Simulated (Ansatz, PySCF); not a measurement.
Gas-phase reaction (SMILES): C=CB(C=C)N(C)C [N-bis(ethenyl)boranyl-N-methylmethanamine] + 9 [H][H] (H2) → B (BH3) + 6 C (CH4) + N (NH3); energy of full hydrogenation.

Geometries: B3LYP-D3(BJ)/def2-TZVP minima from Ansatz (a first-principles code), one conformer each, not searched for the lowest. Cores are frozen in the correlated levels unless marked. No spin-orbit coupling. No relativistic terms. Basis-set limits of correlation are two-point, X^-3; Hartree-Fock from the larger set. The bracket is a focal-point correction in the basis named. Thermal terms are rigid-rotor harmonic-oscillator values from B3LYP-D3(BJ) frequencies (PySCF) at 298.15 K and 1 atm. 1 Eh = 627.5095 kcal/mol.

```csv
species,"E, RI-MP2/CBS(aug-cc-pVTZ,aug-cc-pVQZ)+[CCSD(T)-MP2]/aug-cc-pVTZ (Ansatz) (Eh)","E, PBE0-D4/def2-TZVPD (Ansatz + dftd4) (Eh)",H - E (Eh),G - E (Eh)
C=CB(C=C)N(C)C,-315.03445,-315.18988,0.18410,0.13785
[H][H] (H2),-1.17524,-1.16831,0.01336,-0.00144
B (BH3),-26.55177,-26.56634,0.03008,0.00872
C (CH4),-40.46129,-40.47492,0.04840,0.02728
N (NH3),-56.50756,-56.51535,0.03799,0.01614
```

**Question.** Work out ΔE and ΔH, ΔG, ΔS and the equilibrium constant at 298.15 K at the first level, then ΔH at the second.

**Answer.** 
1. ΔE = [(-26.55177) + 6×(-40.46129) + (-56.50756)] - [(-315.03445) + 9×(-1.17524)] = -0.21546 Eh = -135.2 kcal/mol at RI-MP2/CBS(aug-cc-pVTZ,aug-cc-pVQZ)+[CCSD(T)-MP2]/aug-cc-pVTZ.
2. The terms H - E add up to 0.05413 Eh, so ΔH = (-0.21546 + (0.05413))×627.5095 = -101.2 kcal/mol.
3. The terms G - E add up to 0.06365 Eh, so ΔG = -95.3 kcal/mol, and ΔS = (0.05413 - (0.06365))×627509.5/298.15 = -20.0 cal/(mol K).
4. log10 K = -ΔG/(RT ln 10) = 69.9, with RT ln 10 = 1.3642 kcal/mol.
5. At PBE0-D4/def2-TZVPD the same steps give ΔE = -142.2 and ΔH = -108.2 kcal/mol, a shift of -7.0 from the first level.
6. These values are not checked against measurement here, since the tables used lack a sound gas-phase enthalpy of formation for at least one species.
